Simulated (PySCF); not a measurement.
**Magnetisability and related constants of `CC[SiH2]O[SiH2][SiH2]F`, C2H11FOSi3**

Level of theory: PySCF 2.14.0, common gauge origin OLYP/cc-pVDZ magnetisability, rotational g tensor and spin-rotation constants, non-relativistic, gas phase. Geometry: GFN2-xTB.

Input:
```
{"job": {"kind": "mag", "xc": "OLYP", "basis": "cc-pVDZ", "gauge": [0, 0, 0]}, "charge": 0, "multiplicity": 1}
C     -3.456029     0.146446    -0.317691
C     -2.010223    -0.070030     0.115765
Si    -0.764301     0.226179    -1.284805
O      0.751711     0.004352    -0.745838
Si     1.913149    -0.760466     0.096048
Si     3.807377     0.437668    -0.380990
F      5.021554    -0.343947     0.355696
H     -3.601023     1.165519    -0.669099
H     -3.718687    -0.528738    -1.128892
H     -4.143365    -0.028905     0.508422
H     -1.788488     0.595288     0.953527
H     -1.901639    -1.087422     0.499364
H     -0.967680    -0.720334    -2.382919
H     -0.751316     1.618462    -1.733389
H      1.904385    -2.165787    -0.337881
H      1.492603    -0.765644     1.506701
H      4.272847     0.495413    -1.768652
H      3.930369     1.788265     0.173457
```
Coordinates are in Å.

Command: `OMP_NUM_THREADS=1 python excited_run.py task.json out`

**Question.** What does the run print?

**Answer.** Atoms count from 0.
```
coarse grid: 16040 points
cycle   1  E = -1126.0937526684  dE =  5.307e-01  |g| = 1.105e+00  |ddm| = 7.949e+00
cycle   2  E = -1125.1211659195  dE =  9.726e-01  |g| = 2.440e+00  |ddm| = 4.886e+00
cycle   3  E = -1126.3230118511  dE = -1.202e+00  |g| = 2.408e-01  |ddm| = 3.387e+00
cycle   4  E = -1126.3325144891  dE = -9.503e-03  |g| = 1.582e-01  |ddm| = 6.398e-01
cycle   5  E = -1126.3383102297  dE = -5.796e-03  |g| = 3.583e-02  |ddm| = 2.647e-01
cycle   6  E = -1126.3385404441  dE = -2.302e-04  |g| = 1.316e-02  |ddm| = 7.100e-02
cycle   7  E = -1126.3385780595  dE = -3.762e-05  |g| = 2.345e-03  |ddm| = 2.262e-02
cycle   8  E = -1126.3385794357  dE = -1.376e-06  |g| = 6.774e-04  |ddm| = 6.733e-03
final grid: 140104 points
cycle   9  E = -1126.3624815396  dE =  1.153e-05  |g| = 2.121e-02  |ddm| = 7.519e-02
cycle  10  E = -1126.3622140399  dE =  2.675e-04  |g| = 4.229e-02  |ddm| = 8.325e-02
cycle  11  E = -1126.3625672482  dE = -3.532e-04  |g| = 3.388e-03  |ddm| = 5.644e-02
cycle  12  E = -1126.3625700348  dE = -2.787e-06  |g| = 6.275e-04  |ddm| = 6.020e-03
cycle  13  E = -1126.3625701190  dE = -8.418e-08  |g| = 1.764e-04  |ddm| = 1.327e-03
cycle  14  E = -1126.3625701260  dE = -6.978e-09  |g| = 5.838e-05  |ddm| = 3.694e-04
cycle  15  E = -1126.3625701268  dE = -8.213e-10  |g| = 8.858e-06  |ddm| = 1.100e-04
converged SCF energy = -1126.3625701268

Magnetisability tensor (1e-30 J/T^2)
    -3294.91     -171.08     1885.62
     -171.08   -19448.75     -398.97
     1885.62     -398.97   -18858.04
isotropic -13867.23   principal values  -19685.97 -18848.89  -3066.83
isotropic susceptibility -835.104 1e-6 cm^3/mol

Inertial axes            a          b          c
rot. const./GHz      5.4918     0.4471     0.4305
chi total          -185.810  -1135.088  -1184.415
chi diamagnetic    -378.554  -2761.350  -2864.073
chi paramagnetic    192.744   1626.262   1679.659
quadrupole/D A       -5.452      2.635      2.817
g nuclear            0.6758     0.5545     0.5547
g electronic        -0.4973    -0.3416    -0.3397
g total              0.1785     0.2129     0.2150

Spin-rotation constants (kHz, H = +C I.J)
atom  isotope        aa         bb         cc
  6    19F        2.523      0.502      0.176
  7     1H       -0.743      0.119      0.061
  8     1H       -0.928      0.087      0.136
  9     1H       -0.236      0.194      0.168
 10     1H       -0.742     -0.153     -0.135
 11     1H       -0.857     -0.110     -0.131
 12     1H        0.303     -0.011      0.011
 13     1H        0.337     -0.106     -0.002
 14     1H        0.396     -0.140     -0.115
 15     1H        0.020     -0.231     -0.138
 16     1H       -0.125      0.020      0.062
 17     1H        0.146     -0.026     -0.006
  0    13C*       0.529      0.073      0.068
  1    13C*       0.345      0.035      0.022
  2   29Si*      -2.675     -0.234     -0.235
  3    17O*      -0.488      0.052      0.084
  4   29Si*      -2.448     -0.185     -0.180
  5   29Si*      -2.625     -0.217     -0.227
* in the singly substituted isotopologue
```

The gauge origin or the origin of the moments was moved on purpose, so origin-dependent values are not properties of the molecule.

It took 25 s wall time on 1 thread of an Arm Neoverse V2, shared host, peak memory 0.66 GiB.
